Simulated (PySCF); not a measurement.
## Name the molecule from its bond curve

A diatomic of charge 0 contains Sn. Its doublet curve at UHF-MP2 in a triple-zeta basis (scalar-relativistic core potentials, PySCF), in eV from the separated fragments:

| R (Å) | E (eV) |
| --- | --- |
| 2.043 | -2.889 |
| 2.138 | -3.481 |
| 2.233 | -3.791 |
| 2.305 | -3.892 |
| 2.376 | -3.913 |
| 2.447 | -3.873 |
| 2.542 | -3.754 |
| 2.661 | -3.536 |
| 2.804 | -3.220 |
| 2.994 | -2.765 |

The fit gives ωe = 355 cm⁻¹ and the rotational constant Bₑ = 0.1117 cm⁻¹.

Task: Which atom is the partner?

Result: The minimum lies at 2.361 Å, so the reduced mass is 16.8576 u Å² cm⁻¹/(Bₑ·Re²) = 27.07 u. With Sn at 119.90 u the partner weighs about 35.0 u: Cl. The molecule is SnCl.

Correlated steps freeze 9 core orbitals. Spin–orbit coupling is left out. The state was picked by a PBE0 search and need not be the measured ground state.
